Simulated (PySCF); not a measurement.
A search over the determinants of KMg

Unrestricted PBE0; basis K pcseg-1, Mg pcseg-1; no relativity; PySCF 2.14. Outer shells of the fragments: K 4s1; Mg 3s2.

Followed along the bond (rough minima from three points):

```tsv
2Ms+1	unpaired	⟨S²⟩ at the start	R at minimum (Å)	Te (eV)
2	σ ↑	0.76	3.95	0.00
4	σ ↑↑, π ↑	3.75	3.31	3.05
2	π ↑	0.76	none in the scan	≤ 1.32
```

Solutions found at the starting distance of 3.300 Å, counted from the lowest of them; the search is not exhaustive and high or unbound solutions are not listed, so other states can lie among these:

| 2Ms+1 | unpaired | term | E (eV) | ⟨S²⟩ | ⟨Lz²⟩ | μ (D) |
| --- | --- | --- | --- | --- | --- | --- |
| 2 | σ ↑ | ²Σ⁺ | 0.00 | 0.76 | 0.00 | -0.85 |
| 2 | π ↑ | ²Π | 1.19 | 0.76 | 1.00 | -3.41 |
| 4 | σ ↑↑, π ↑ | ⁴Π | 2.92 | 3.75 | 1.00 | -1.87 |
| 4 | σ ↑↑↑ | ⁴Σ⁺ | 3.17 | 3.75 | 0.00 | 5.37 |
| 4 | σ ↑, π ↑↑ | ⁴Σ⁻ | 4.02 | 3.75 | 0.00 | -2.44 |
| 4 | σ ↑, π ↑↑ | mixed | 5.51 | 3.75 | 2.00 | 3.48 |

A term symbol is given only where ⟨S²⟩ and ⟨Lz²⟩ are close to those of a pure state; real π, δ and φ orbitals otherwise mix terms. A positive dipole means K(−)Mg(+).

Counting both spins, an empty level lies below a filled one in some of these solutions, because spin and occupation are held.
